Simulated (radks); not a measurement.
Task: Tc III, configuration [Kr] 4d5. Method: Dirac Kohn-Sham, PBEsol, spin-unpolarised, spherical densities, finite nucleus; open shells are shared between the two j in proportion to 2j + 1; Fermi nuclear charge, rms radius 4.4112 fm; computed with a radial shooting solver on a logarithmic mesh with Libxc functionals.

Spin-orbit splittings of the eigenvalues, e(l+1/2) - e(l-1/2), with zeta = 2 splitting/(2l+1) and mean radii in bohr:

shell  occ.  splitting (eV)  zeta (eV)  <r> j=l-1/2  <r> j=l+1/2
2p        6           118.1      78.76       0.1271       0.1318
3p        6           19.76      13.17       0.4093       0.4199
3d       10           3.800      1.520       0.3971       0.4006
4p        6               ?          ?        1.151        1.181
4d        5          0.3092     0.1237        1.607        1.623

Estimate the 4p splitting.

Result: 2.960 eV (zeta = 1.973 eV).
